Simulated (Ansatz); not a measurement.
Saddle point of BSiHCl6, singlet (SiHCl₃ ([Cl][SiH]([Cl])[Cl]) + BCl₃ ([Cl][B]([Cl])[Cl]) → SiCl₄ ([Cl][Si]([Cl])([Cl])[Cl]) + BHCl₂ ([Cl][BH][Cl]); bonds formed: B1–H6, Cl2–Si5; bonds broken: B1–Cl2, Si5–H6), PBE0-D4/def2-TZVP structure:

```
9
angstrom
B -1.3837 -0.1748 0.0961
Cl -0.3704 -1.3721 1.1618
Cl -2.1081 -0.9577 -1.3226
Cl -2.3450 0.9666 1.0514
Si 1.1319 0.0840 -0.0568
H -0.4032 0.5620 -0.3901
Cl 1.5084 1.3898 1.4291
Cl 2.4840 -1.4373 -0.0841
Cl 1.4860 0.9394 -1.8846
```

Energies are electronic, without zero-point energy. Barriers and step energies count from the start structure reached by relaxing down the imaginary mode; all methods use the PBE0-D4 structures, on which another method's saddle can fall below an end. Computed with Ansatz 0.2.0 (basis: def2-TZVPP, with def2-QZVPP for the basis limit); correlated methods freeze the cores. B3LYP uses VWN-RPA correlation. Extrapolation: Hartree–Fock as exp(−7.88 √X), correlation as X^−2.97.

| method | barrier (eV) | step energy (eV) |
| --- | --- | --- |
| SPW92 | 0.687 | -0.077 |
| PBE-D4 | 0.998 | -0.119 |
| BLYP-D4 | 1.250 | -0.148 |
| r2SCAN-D4 | 1.148 | -0.151 |
| B97M-V | 1.288 | -0.155 |
| PBE0-D4 | 1.114 | -0.149 |
| B3LYP-D4 | 1.337 | -0.167 |
| r2SCAN0-D4 | 1.214 | -0.168 |
| BHLYP-D4 | 1.483 | -0.205 |
| CAM-B3LYP-D4 | 1.414 | -0.166 |
| wB97X-V | 1.328 | -0.170 |
| wB97M-V | 1.258 | -0.182 |
| B2PLYP | 1.425 | -0.151 |
| PBE-QIDH | ? | -0.160 |
| RPA on PBE | ? | -0.130 |
| HF | 2.157 | -0.205 |
| MP2 | ? | -0.161 |
| CCSD | 1.471 | -0.158 |
| CCSD(T) | 1.340 | -0.148 |

Q: Fill in the withheld barriers. (Judge from chemistry; the value comes from the calculation.)

A: By the calculation: RPA on PBE 1.371; MP2 1.212; PBE-QIDH 1.209 eV. Each is the energy of the saddle less that of the start structure, by the same method.

For comparison, the barrier by CCSD(T) at an estimated basis limit (MP2 extrapolated from triple and quadruple zeta, plus CCSD(T) − MP2 in triple zeta) is 1.275 eV.

T1 diagnostic: at most 0.011.

Ligand swaps between two centres remove the fluorinated layer in thermal atomic layer etching, and scramble precursors in the gas phase.

Labels in which every atom is bracketed show which atoms are joined, not bond orders.

For scale, one of the runs: CCSD(T)/def2-TZVPP, 339 basis functions, launched by `ansatz run in.yaml --threads 4 --pin off --events-out ev --progress --plain --max-ram 63488MiB --backend cuda --devices 0, --max-vram 37GiB`. Hardware: 4 CPU threads of an AMD EPYC 7R13 and a share of one NVIDIA H100, shared host. Wall time 11 s; peak host memory 0.88 GiB.
